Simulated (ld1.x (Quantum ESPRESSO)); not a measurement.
# Scattering properties, ultrasoft potential for V

```json
{
 "Element": "vanadium (V)",
 "Generator": "ld1.x (Quantum ESPRESSO) 7.5",
 "Type": "ultrasoft",
 "Functional": "PBEsol",
 "Relativity": "scalar-relativistic",
 "Frozen core": "[Ar]",
 "Valence charge": "5",
 "Reference configuration": "3d3 4s2 4p0",
 "Partial waves": "4s (bound): rcut 2.10, rcutus 2.50 bohr; 4s channel at 0.25 Ry: rcut 2.10, rcutus 2.50 bohr; 4p (bound, empty): rcut 3.40, rcutus 3.70 bohr; 4p channel at 3 Ry: rcut 3.40, rcutus 3.70 bohr; 3d (bound): rcut 2.00, rcutus 2.60 bohr; 3d channel at 3 Ry: rcut 2.00, rcutus 2.60 bohr",
 "Local potential": "all-electron potential smoothed inside 3.50 bohr (lloc = -2)",
 "Core correction": "a·sin(br)/r model core inside 1.50 bohr",
 "Augmentation charge": "PSQ, radius 2.05 bohr"
}
```

The phase is arctan(r·u′/u) with u = r·R(r), unwrapped; energies in Ry, scanned from -2 to 5 Ry. A pole is an energy at which the radial function vanishes at the test radius. The pseudo phase is shifted by a multiple of π to meet the all-electron one at the reference energy, and phase errors are pseudo minus all-electron; the curves can meet again beyond the range given. Levels narrower than the energy grid can be missing from the lists of poles.

```tsv
channel	radius (bohr)	reference energy (Ry)	poles, all-electron	poles, pseudo	unbroken range about the reference energy with phases within 0.05 rad	phase error 1 Ry above the reference energy (rad)
s	3.99	-0.35	0.07, 3.19	0.07, 3.17	below 4.5	-0.000
p	3.99	-0.10	0.60, 3.80	0.59, 3.74	below 1.6	-0.010
d	3.99	-0.38	-0.35, 1.58, 4.79	-0.34, 2.06	-0.4 to -0.2	+1.438
```

Phases in the p channel:

```tsv
E (Ry)	all-electron	pseudo
-2.00	1.379	1.378
-1.52	1.344	1.343
-1.04	1.280	1.278
-0.56	1.100	1.098
-0.08	-0.409	-0.409
0.40	-1.477	-1.482
0.88	-1.659	-1.668
1.36	-1.821	-1.844
1.84	-2.418	-2.551
2.32	-4.266	-4.288
2.80	-4.560	-4.560
3.28	-4.654	-4.655
3.76	-4.709	-4.715
4.24	-4.754	-4.775
4.72	-4.804	-4.896
```
